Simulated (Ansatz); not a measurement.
`C[SiH](Cl)Br` and `C[SiH](Cl)[SiH2]O` differ in one atom or group.

Ansatz, PBE0-D4/def2-TZVP geometries, multiplicity 1. Each molecule was computed in one conformer, which needn't be the lowest.

Scalar relativity is left out up to krypton. Spin–orbit coupling is left out; it splits and shifts lone-pair levels of the heavy atoms by tenths of an eV.

```tsv
property	`C[SiH](Cl)Br`
HOMO–LUMO gap (PBE0/def2-TZVPP) / eV	8.60
HOMO–LUMO gap (ωB97M-V/def2-TZVPP) / eV	12.74
LUMO energy (PBE0/def2-TZVPP) / eV	0.11
LUMO energy (ωB97M-V/def2-TZVPP) / eV	2.04
HOMO–LUMO gap (PBE/def2-TZVPP) / eV	6.38
size of the dipole moment (B3LYP/def2-TZVPP) / D	1.99
```

Task: Give the same properties after the change, and the shifts. (Best estimate.)

Result: Ansatz gave: 
```json
{"property": "HOMO–LUMO gap (PBE0/def2-TZVPP) / eV", "`C[SiH](Cl)[SiH2]O`": "6.98", "shift": "-1.62"}
{"property": "HOMO–LUMO gap (ωB97M-V/def2-TZVPP) / eV", "`C[SiH](Cl)[SiH2]O`": "10.79", "shift": "-1.95"}
{"property": "LUMO energy (PBE0/def2-TZVPP) / eV", "`C[SiH](Cl)[SiH2]O`": "-0.72", "shift": "-0.83"}
{"property": "LUMO energy (ωB97M-V/def2-TZVPP) / eV", "`C[SiH](Cl)[SiH2]O`": "1.04", "shift": "-1.00"}
{"property": "HOMO–LUMO gap (PBE/def2-TZVPP) / eV", "`C[SiH](Cl)[SiH2]O`": "4.91", "shift": "-1.47"}
{"property": "size of the dipole moment (B3LYP/def2-TZVPP) / D", "`C[SiH](Cl)[SiH2]O`": "1.38", "shift": "-0.61"}
```

With PBE0 the HOMO rises by 0.79 eV and the LUMO falls by 0.83 eV, so the gap narrows by about 1.62 eV. PBE moves the HOMO by 0.72 eV and ωB97M-V by 0.95 eV. Dipoles are sizes alone; their direction can turn.

B3LYP here is the variant with VWN-RPA as its local correlation; programs differ in this.
